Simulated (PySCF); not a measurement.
Correlation energy of Ca (calcium, neutral)

[Ar] 4s2, closed-shell 1S. All numbers are calculated (PySCF 2.14, scalar relativity by spin-free X2C-1e, in x2c-SVPall (5s3p2d, 24 functions)). Frozen: [Ar]; 2 electrons correlated.

Total MP2 correlation energy: -17.24 mhartree.

Same-spin part 0.00 and opposite-spin part -17.24 mhartree; SCS-MP2 scales them by 1/3 and 6/5 to -20.69 mhartree.

With two correlated electrons CCSD is exact within the correlated space (frozen core and kept virtual orbitals).

```tsv
level	correlation energy (mhartree)
CCSD	-26.84
```

Diagnostics: T1 = 0.020, D1 = 0.0285, largest double amplitude 0.157.

A double-excitation amplitude exceeds 0.15, a sign of near-degeneracy.

Cost of the coupled-cluster step: 0.07 s of wall time on 1 thread of Neoverse-V1 (shared host), for 2 correlated electrons.
